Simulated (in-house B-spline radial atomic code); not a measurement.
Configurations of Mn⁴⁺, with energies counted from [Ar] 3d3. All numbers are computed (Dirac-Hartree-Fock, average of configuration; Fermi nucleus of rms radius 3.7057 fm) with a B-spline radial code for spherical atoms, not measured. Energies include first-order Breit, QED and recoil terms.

Occupations are held fixed; configurations that lie above the ionisation limit could autoionise.

```json
{"configuration": "[Ar] 3d2 4s1", "E - E(ref) (eV)": "20.593", "highest orbital": "4s1/2", "its <r> (bohr)": "2.13"}
{"configuration": "[Ar] 3d2 6p1", "E - E(ref) (eV)": "55.87", "highest orbital": "6p3/2", "its <r> (bohr)": "7.116"}
{"configuration": "[Ar] 3d2 5f1", "E - E(ref) (eV)": "56.088", "highest orbital": "5f5/2", "its <r> (bohr)": "6.122"}
{"configuration": "[Ar] 3d2 6g1", "E - E(ref) (eV)": "60.48", "highest orbital": "6g9/2", "its <r> (bohr)": "8.79"}
{"configuration": "[Ar] 3d2 7f1", "E - E(ref) (eV)": "62.883", "highest orbital": "7f5/2", "its <r> (bohr)": "13.23"}
{"configuration": "[Ne] 3s2 3p5 3d3 4s1", "E - E(ref) (eV)": "72.871", "highest orbital": "4s1/2", "its <r> (bohr)": "2.127"}
{"configuration": "[Ne] 3s2 3p5 3d3 5g1", "E - E(ref) (eV)": "108.66", "highest orbital": "5g9/2", "its <r> (bohr)": "5.494"}
{"configuration": "[Ne] 3s2 3p5 3d3 7s1", "E - E(ref) (eV)": "111.68", "highest orbital": "7s1/2", "its <r> (bohr)": "9.665"}
{"configuration": "[Ne] 3s2 3p5 3d3 6g1", "E - E(ref) (eV)": "112.82", "highest orbital": "6g9/2", "its <r> (bohr)": "8.789"}
{"configuration": "[Ne] 3s2 3p5 3d3 7g1", "E - E(ref) (eV)": "115.32", "highest orbital": "7g9/2", "its <r> (bohr)": "12.69"}
```

Task: Order these further configurations by energy, lowest first.
A. [Ar] 3d2 7g1
B. [Ne] 3s2 3p5 3d3 6s1
C. [Ne] 3s2 3p5 3d4
D. [Ar] 3d2 4p1
E. [Ne] 3s2 3p5 3d3 6f1

Result: D (28.709 eV), C (52.568 eV), A (62.988 eV), B (106.62 eV), E (112.65 eV).

Task: How far above the reference does [Ne] 3s2 3p5 3d3 5f1 lie?

Result: 108.4 eV; its least bound orbital is 5f5/2 with <r> = 6.108 bohr.

Task: How far above the reference does [Ne] 3s2 3p5 3d3 5s1 lie?

Result: 96.773 eV; its least bound orbital is 5s1/2 with <r> = 4.049 bohr.

Task: How far above the reference does [Ne] 3s2 3p5 3d3 7f1 lie?

Result: 115.21 eV; its least bound orbital is 7f5/2 with <r> = 13.21 bohr.

Task: One of these lies 54.29 eV from the reference. Which?
A. [Ar] 3d2 6s1
B. [Ar] 3d2 6f1
C. [Ar] 3d2 7p1

Result: A.
